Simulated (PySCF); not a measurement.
Vertical excitations of a molecule CH2FNOSi from TDA-PBE/def2-SVPD in PySCF, as energy in eV (oscillator strength): 6.28 (0.009), 6.45 (0.008), 6.51 (0.028), 6.62 (0.002), 7.20 (0.013), 7.37 (0.003), 7.38 (0.001), 7.74 (0.031), 7.95 (0.005), 8.00 (0.004). Lowest triplet (TDA): 6.05 eV. Geometry: ωB97X-D3(BJ)/def2-SVP. One conformer was computed; it need not be the lowest.

Q: Pick the molecule that these values belong to.
(A) N#CO[SiH2]F
(B) F[Si@H]1N=CO1
(C) O=C=N[SiH2]F

A: A, N#CO[SiH2]F
